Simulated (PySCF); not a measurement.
A structure optimised at PBE0-D3(BJ)/def2-SVP, used in a PySCF frequency run:

```xyz
9

C     -1.6316    -0.1900     0.0000
C     -0.1596     0.0180     0.0000
Cl     0.3904     1.6645     0.0000
C      0.7621    -0.9471     0.0000
F      0.4151    -2.2322     0.0000
H     -2.0889     0.2736     0.8881
H     -1.8602    -1.2639     0.0000
H     -2.0889     0.2736    -0.8881
H      1.8406    -0.7750     0.0000
```
Charge 0, spin multiplicity 1.

Problem. Write its SMILES, formula and point group.

Solution. C/C(Cl)=C\F, C₃H₄ClF, Cs

Problem. What are its rotational constants (standard atomic weights)?

Solution. 7.7817, 2.4295, 1.8733 GHz
